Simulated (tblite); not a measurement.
C8H14OSi.
SMILES with atom numbers: `[CH2:1]=[CH:2][CH2:3][C@@H:4]1[CH2:5][C@@H:6]([CH:7]=[O:8])[CH2:9][SiH2:10]1` (hydrogens: H11, H12 on C1; H13 on C2; H14, H15 on C3; H16 on C4; H17, H18 on C5; H19 on C6; H20 on C7; H21, H22 on C9; H23, H24 on Si10)

Computed with GFN2-xTB (tblite), gas phase: L-BFGS steps from a force-field or distance-geometry start until the largest atomic force falls under 0.01 eV/Å.

Step 86: E = -816.6058 eV
```
atom  x, y, z in Å  |  force x, y, z in eV/Å
C1      3.7261    0.7579   -0.6155   -0.028   0.016  -0.037
C2      2.7254   -0.0221   -0.2512    0.008   0.017   0.005
C3      1.5661    0.4366    0.5734    0.009  -0.026   0.004
C4      0.2224    0.1879   -0.1122    0.036  -0.011  -0.022
C5     -0.9490    0.5952    0.7859    0.018  -0.014  -0.027
C6     -2.2380    0.1147    0.1093    0.005   0.006  -0.004
C7     -2.4763    0.9666   -1.1067   -0.002  -0.026  -0.043
O8     -2.6205    0.5767   -2.2310    0.009  -0.045  -0.001
C9     -2.0826   -1.3662   -0.2497   -0.044   0.048   0.017
Si10   -0.2263   -1.6038   -0.6201   -0.024   0.033  -0.002
H11     3.7465    1.8039   -0.3501    0.035  -0.037   0.017
H12     4.5619    0.4004   -1.1935   -0.046  -0.011  -0.006
H13     2.7026   -1.0673   -0.5367    0.005   0.038   0.020
H14     1.6770    1.5047    0.7876   -0.013  -0.037   0.030
H15     1.5813   -0.0994    1.5281   -0.008  -0.023  -0.005
H16     0.1936    0.8082   -1.0157   -0.009   0.024   0.014
H17    -0.8532    0.0968    1.7534    0.005   0.041   0.025
H18    -0.9738    1.6737    0.9574    0.006   0.022   0.022
H19    -3.0908    0.2852    0.7800    0.007  -0.005  -0.033
H20    -2.5041    2.0527   -0.8799   -0.017   0.010   0.042
H21    -2.7160   -1.5996   -1.1040   -0.002  -0.026   0.027
H22    -2.4199   -1.9824    0.5837    0.023  -0.010  -0.035
H23     0.0768   -1.8857   -2.0196    0.012  -0.011  -0.015
H24     0.3590   -2.6152    0.2684    0.014   0.026   0.007
```

Step 87: E = -816.6070 eV
```
atom  x, y, z in Å  |  force x, y, z in eV/Å
C1      3.7228    0.7580   -0.6154   -0.032   0.012  -0.055
C2      2.7249   -0.0254   -0.2513    0.007   0.029   0.014
C3      1.5686    0.4316    0.5775   -0.020  -0.015   0.007
C4      0.2242    0.1898   -0.1094    0.022  -0.030  -0.029
C5     -0.9495    0.5974    0.7857    0.036   0.002  -0.026
C6     -2.2385    0.1168    0.1090    0.016  -0.013  -0.011
C7     -2.4761    0.9621   -1.1114    0.013  -0.012  -0.017
O8     -2.6103    0.5674   -2.2350    0.006  -0.047  -0.013
C9     -2.0836   -1.3645   -0.2458   -0.023   0.015   0.004
Si10   -0.2268   -1.6001   -0.6194   -0.036   0.013  -0.006
H11     3.7423    1.8032   -0.3503    0.025  -0.014   0.037
H12     4.5563    0.4063   -1.1984   -0.014  -0.036  -0.024
H13     2.7017   -1.0697   -0.5392    0.011   0.034   0.018
H14     1.6821    1.4980    0.7961   -0.010  -0.019   0.031
H15     1.5848   -0.1074    1.5303   -0.018  -0.034  -0.006
H16     0.1977    0.8101   -1.0134   -0.001   0.023   0.031
H17    -0.8553    0.1006    1.7542    0.004   0.040   0.023
H18    -0.9743    1.6759    0.9554    0.003   0.036   0.027
H19    -3.0898    0.2912    0.7796   -0.013  -0.006  -0.025
H20    -2.5123    2.0482   -0.8873   -0.019   0.025   0.034
H21    -2.7165   -1.6007   -1.1002    0.002  -0.023   0.044
H22    -2.4185   -1.9810    0.5887    0.023   0.003  -0.041
H23     0.0737   -1.8713   -2.0217    0.011  -0.021  -0.014
H24     0.3605   -2.6169    0.2629    0.008   0.038  -0.002
```

**Question.** Estimate the geometry and energy of step 88. (The exact step hangs on the optimiser's Hessian estimate; all steps are aligned on step 87, rigid shifts and turns removed.)

**Answer.** E = -816.6082 eV, largest force 0.072 eV/Å
```
atom  x, y, z in Å  |  force x, y, z in eV/Å
C1      3.7188    0.7597   -0.6169   -0.031   0.006  -0.059
C2      2.7255   -0.0280   -0.2506    0.005   0.039   0.014
C3      1.5711    0.4251    0.5820   -0.040  -0.003   0.016
C4      0.2261    0.1907   -0.1065   -0.001  -0.036  -0.023
C5     -0.9499    0.5997    0.7854    0.035   0.016  -0.016
C6     -2.2391    0.1190    0.1080    0.017  -0.021  -0.015
C7     -2.4733    0.9578   -1.1177    0.019  -0.004   0.008
O8     -2.5950    0.5584   -2.2411    0.008  -0.036   0.002
C9     -2.0857   -1.3629   -0.2403    0.003  -0.030  -0.011
Si10   -0.2290   -1.5961   -0.6203   -0.037  -0.020  -0.019
H11     3.7371    1.8042   -0.3519    0.014   0.008   0.052
H12     4.5511    0.4131   -1.2029    0.011  -0.056  -0.044
H13     2.7036   -1.0716   -0.5396    0.016   0.022   0.013
H14     1.6870    1.4893    0.8067   -0.011   0.005   0.031
H15     1.5886   -0.1179    1.5322   -0.031  -0.046  -0.006
H16     0.2017    0.8124   -1.0097    0.011   0.024   0.036
H17    -0.8594    0.1057    1.7558    0.010   0.036   0.015
H18    -0.9751    1.6784    0.9533    0.006   0.044   0.026
H19    -3.0904    0.2981    0.7771   -0.017  -0.005  -0.025
H20    -2.5195    2.0438   -0.8943   -0.021   0.025   0.011
H21    -2.7203   -1.6054   -1.0923    0.007  -0.013   0.060
H22    -2.4147   -1.9786    0.5976    0.020   0.022  -0.047
H23     0.0660   -1.8565   -2.0264    0.010  -0.026  -0.006
H24     0.3630   -2.6188    0.2536   -0.003   0.052  -0.013
```

The energy changes by -0.0012 eV. The first-order estimate −F·Δx gives -0.0016 eV and the mean of the old and new forces, exact on a quadratic surface, -0.0012 eV. The step makes an angle of 79° with the force vector and moves no atom by more than 0.019 Å.

What follows is the cost of the whole relaxation. On one thread of an Arm Neoverse V2, shared host, this took 1.6 s of wall time.
